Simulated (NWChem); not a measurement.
All runs are NWChem calculations. System: H4BFO, charge 1, spin multiplicity 2, at the geometry of a parent with another charge or spin, in a state set for the comparison that need not be this species' ground state. Its SCF solution wasn't tested for a lower state. Level: UHF/def2-SVP.

Input file:

```
start mol
memory heap 200 mb stack 900 mb global 1100 mb
charge 1
geometry units angstroms nocenter noautoz
  B     -0.239222    -0.701691     0.000000
  H     -0.106327    -1.304905     1.061121
  H     -0.106327    -1.304905    -1.061121
  F     -1.200825     0.293472     0.000000
  O      1.233799     0.228780     0.000000
  H      1.172897     0.823391     0.776795
  H      1.172897     0.823391    -0.776795
  symmetry group Cs
end
basis spherical
  * library def2-svp
end
scf
  uhf
  nopen 1
  maxiter 100
  thresh 1e-7
  semidirect memsize 60000000 filesize 0
  # guess.movecs holds the orbitals of an unrestricted PBE0 run
  vectors input guess.movecs output mol.movecs
end
task scf energy
```

NWChem printed:

```
             Northwest Computational Chemistry Package (NWChem) 7.3.0
             --------------------------------------------------------

                                NWChem Input Module
                                -------------------

 Scaling coordinates for geometry "geometry" by  1.889725989
 (inverse scale =  0.529177249)

 Turning off AUTOSYM since
 SYMMETRY directive was detected!

                             Geometry "geometry" -> ""
                             -------------------------

 Output coordinates in angstroms (scale by  1.889725989 to convert to a.u.)

  No.       Tag          Charge          X              Y              Z
 ---- ---------------- ---------- -------------- -------------- --------------
    1 B                    5.0000    -0.23922200    -0.70169100     0.00000000
    2 H                    1.0000    -0.10632700    -1.30490500     1.06112100
    3 H                    1.0000    -0.10632700    -1.30490500    -1.06112100
    4 F                    9.0000    -1.20082500     0.29347200     0.00000000
    5 O                    8.0000     1.23379900     0.22878000     0.00000000
    6 H                    1.0000     1.17289700     0.82339100     0.77679500
    7 H                    1.0000     1.17289700     0.82339100    -0.77679500

 Effective nuclear repulsion energy (a.u.)      73.4199637284

            Nuclear Dipole moment (a.u.)
            ----------------------------
        X                 Y               Z
 ---------------- ---------------- ----------------
    -0.0000056692     0.0000094486     0.0000000000

      Symmetry information
      --------------------

 Group name             Cs
 Group number              2
 Group order               2
 No. of unique centers     5

      Symmetry unique atoms

     1    2    4    5    6


 Summary of "ao basis" -> "" (spherical)
 ------------------------------------------------------------------------------
       Tag                 Description            Shells   Functions and Types
 ---------------- ------------------------------  ------  ---------------------
 *                          def2-svp                  on all atoms
[...]
     7      1.083932  1 B  px                27      0.482762  4 F  s
    54     -0.426377  6 H  s                 59     -0.426377  7 H  s
    46      0.357485  5 O  py                 4     -0.340513  1 B  px
    43      0.201120  5 O  py                 2      0.190731  1 B  s
    32     -0.171634  4 F  py

 center of mass
 --------------
 x =  -0.13457387 y =   0.02036184 z =   0.00000000

 moments of inertia (a.u.)
 ------------------
          57.754389108507          -6.900583723963           0.000000000000
          -6.900583723963         208.555735385436           0.000000000000
           0.000000000000           0.000000000000         241.413796685580

  Mulliken analysis of the total density
  --------------------------------------

    Atom       Charge   Shell Charges
 -----------   ------   -------------------------------------------------------
    1 B    5     4.53   1.99  0.82  0.07  1.26  0.22  0.15
    2 H    1     0.80   0.63  0.15  0.02
    3 H    1     0.80   0.63  0.15  0.02
    4 F    9     9.19   1.99  1.14  0.77  3.31  1.98  0.01
    5 O    8     8.25   1.99  1.07  0.60  2.85  1.72  0.01
    6 H    1     0.72   0.62  0.02  0.07
    7 H    1     0.72   0.62  0.02  0.07

  Mulliken analysis of the alpha density
  --------------------------------------

    Atom       Charge   Shell Charges
 -----------   ------   -------------------------------------------------------
    1 B    5     2.26   1.00  0.38 -0.01  0.73  0.08  0.09
    2 H    1     0.62   0.48  0.13  0.01
    3 H    1     0.62   0.48  0.13  0.01
    4 F    9     4.66   1.00  0.57  0.38  1.72  0.99  0.00
    5 O    8     4.12   1.00  0.53  0.30  1.43  0.86  0.01
    6 H    1     0.36   0.31  0.01  0.04
    7 H    1     0.36   0.31  0.01  0.04

   Mulliken analysis of the beta density
   -------------------------------------

    Atom       Charge   Shell Charges
 -----------   ------   -------------------------------------------------------
    1 B    5     2.26   1.00  0.44  0.08  0.53  0.15  0.07
    2 H    1     0.18   0.15  0.02  0.01
    3 H    1     0.18   0.15  0.02  0.01
    4 F    9     4.53   1.00  0.56  0.39  1.59  0.99  0.00
    5 O    8     4.13   1.00  0.53  0.30  1.43  0.86  0.01
    6 H    1     0.36   0.31  0.01  0.04
    7 H    1     0.36   0.31  0.01  0.04

   Mulliken analysis of the spin density
   -------------------------------------

    Atom       Charge   Shell Charges
 -----------   ------   -------------------------------------------------------
    1 B    5    -0.00  -0.00 -0.06 -0.09  0.20 -0.07  0.02
    2 H    1     0.43   0.33  0.10  0.00
    3 H    1     0.43   0.33  0.10  0.00
    4 F    9     0.13  -0.00  0.01 -0.01  0.13  0.00 -0.00
    5 O    8    -0.00  -0.00 -0.00  0.00 -0.00 -0.00  0.00
    6 H    1     0.00   0.00 -0.00  0.00
    7 H    1     0.00   0.00 -0.00  0.00

       Multipole analysis of the density wrt the origin
       ------------------------------------------------

     L   x y z        total         alpha         beta         nuclear
     -   - - -        -----         -----         ----         -------
     0   0 0 0      1.000000    -13.000000    -12.000000     26.000000

     1   1 0 0      0.934452      0.691305      0.243152     -0.000006
     1   0 1 0     -0.402771      0.694113     -1.096894      0.000009
     1   0 0 1      0.000000      0.000000     -0.000000      0.000000

     2   2 0 0    -12.177858    -56.993632    -55.945474    100.761248
     2   1 1 0      3.458954     -2.168653     -1.995794      7.623402
     2   1 0 1      0.000000      0.000000     -0.000000      0.000000
     2   0 2 0     -7.590385    -21.093474    -16.555293     30.058382
     2   0 1 1      0.000000      0.000000     -0.000000      0.000000
     2   0 0 2     -7.867268    -12.104366     -8.114415     12.351513

 Task  times  cpu:        1.1s     wall:        1.1s

 Total times  cpu:        1.1s     wall:        1.1s
```
